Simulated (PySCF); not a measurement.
HfCl₂, triplet: computed properties

Computed with UB3LYP/[Hf def2-SVP with ECP60, Cl def2-SVP], scalar-relativistic core potentials, density fitting, no spin–orbit coupling, PySCF.

The structure is a higher-order saddle point with 2 imaginary modes (one degenerate set).

| Property | Result |
| --- | --- |
| Point group | D∞h |
| Bond lengths | Hf–Cl 2.382 Å (×2) |
| Bond angles | Cl–Hf–Cl 180.0° |
| Spin squared ⟨S²⟩ | 2.002 |
| Dipole moment | 0.00 D |
| Highest occupied level (α) | -5.41 eV |
| Principal quadrupole moments (Buckingham, traceless) about the centre of mass | -13.42, 6.71, 6.71 D Å |
| Rotational constants | 0.04247 cm⁻¹ |
| Zero-point energy (real modes) | 4.3 kJ/mol |
| Atomisation energy without zero-point energy | 928 kJ/mol |
| Lowest empty level (β) | -3.43 eV |
| Principal polarisabilities | 61.5, 61.5, 77.0 bohr³ |

Harmonic modes (masses in u: Hf 179.947, Cl 34.969):
```csv
symmetry,ω (cm⁻¹),"IR (km/mol, summed over degenerate members)",μ (u)
πu,37i,–,45.15
σg+,350,0.0,34.97
σu+,368,122,45.15
```

In D∞h the vibrations span πu + σg+ + σu+. The σg+ mode carries no infrared intensity, as symmetry demands. With a centre of inversion only u modes can be infrared active and only g modes Raman active.

Charges (e):
| atom | Mulliken | Löwdin | polar tensor | spin (Mulliken) | Mayer order to Hf1 |
| --- | --- | --- | --- | --- | --- |
| Hf1 | 0.59 | -0.15 | 1.15 | 2.06 | – |
| Cl2,3 | -0.29 | 0.07 | -0.58 | -0.03 | 1.20 |

Mulliken populations on Hf1 (electrons outside its core potential): s 2.86, p 6.25, d 2.25, f 0.05.

Only a few start shapes were tried, so a lower isomer may exist. Other spin states or occupations of the open shell can lie lower. At this level a broken-symmetry Ms = 0 minimum of C2v symmetry lies 31 kJ/mol below this structure. With an element this heavy the missing spin–orbit coupling can shift these numbers.

The final relaxation and frequency run took of the order of 70 core-seconds on a shared host.
